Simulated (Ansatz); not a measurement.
CH5GeNZn, 9 atoms. Total charge 0; spin multiplicity 1. For Zn the d shell is correlated and the shells below it are frozen. Correlated methods include outer-core shells of Ge, which these sets cover unevenly. Scalar relativity is left out up to krypton. The bonds changed during the relaxation, so this is another structure than the one it started from. All runs use 4 threads of a server CPU on a shared host. Correlated methods freeze the cores.

Question: How many basis functions does each run have, and how long does it take in Ansatz? RHF-CCSD(T) with 3s3p of Cu, Zn/def2-TZVPP energy; RKS PBE0-D4/def2-QZVPP energy; RKS PBE0-D4/def2-SVP energy; RKS PBE-D4/def2-TZVPP energy and forces; RKS ωB97M-V/def2-QZVPP energy; RKS r2SCAN0-D4/def2-TZVPP energy; RHF-CCSD(T) with 3s3p of Cu, Zn/def2-SVP energy; RHF-MP2 with 3s3p of Cu, Zn/def2-QZVPP energy; direct RPA on PBE orbitals with 3s3p of Cu, Zn/def2-TZVPP energy; RKS ωB97M-V/def2-TZVPP energy and forces; RKS PBE0-D4/def2-TZVP relaxation (9 steps); RKS ωB97M-V/def2-SVP energy. (Best estimate.)

Answer: Ansatz gave: Other jobs shared the machine, so times are rough.

```
                                                    level                   job  functions  wall time  peak host memory (GiB)
                                     RKS PBE0-D4/def2-SVP                energy        116      1.9 s                    0.27
                                    RKS PBE-D4/def2-TZVPP     energy and forces        244      3.3 s                    0.33
                                     RKS ωB97M-V/def2-SVP                energy        116      7.5 s                     0.4
                                RKS r2SCAN0-D4/def2-TZVPP                energy        244      7.5 s                    0.78
direct RPA on PBE orbitals with 3s3p of Cu, Zn/def2-TZVPP                energy        244      8.5 s                     0.6
                 RHF-CCSD(T) with 3s3p of Cu, Zn/def2-SVP                energy        116       10 s                    0.57
                                   RKS PBE0-D4/def2-QZVPP                energy        453       13 s                     1.9
                                   RKS ωB97M-V/def2-TZVPP     energy and forces        244       16 s                    0.97
                                   RKS ωB97M-V/def2-QZVPP                energy        453       27 s                     2.2
                   RHF-MP2 with 3s3p of Cu, Zn/def2-QZVPP                energy        453       29 s                     2.5
                                    RKS PBE0-D4/def2-TZVP  relaxation (9 steps)        188       46 s                    0.58
               RHF-CCSD(T) with 3s3p of Cu, Zn/def2-TZVPP                energy        244    4.3 min                     4.8
```
